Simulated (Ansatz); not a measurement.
Reaction (cleavage of the Ge–B bond): `OC[B](Cl)[GeH3]` + `NCS` → `NC[S][GeH3]` + `OCBCl`

Gas-phase electronic energies from Ansatz, PBE0-D4/def2-TZVP geometries. CBS: MP2 limit from def2 TZ/QZ plus the TZ coupled-cluster correction, frozen cores. For Ge outer-core shells are correlated without core-valence functions, which leaves a few kJ/mol of doubt a bond. Scalar relativity is left out up to krypton. Each species was taken in one conformer, which may not be the lowest.

```csv
level,ΔE (eV)
HF/def2-TZVPP,-0.79
MP2/def2-TZVPP,-0.76
HF/def2-QZVPP,-0.79
HF/CBS(def2),-0.79
```

Task: What does CCSD(T)/CBS give? (An estimate is asked.)

Result: Computed: -0.68 eV. The listed levels differ from it by -0.11, -0.08, -0.11, -0.11 eV.

Largest T1 diagnostic among the species: 0.012.

From PBE to PBE0 (25 % exact exchange), in def2-TZVPP and without D4, ΔE moves by −0.04 eV.
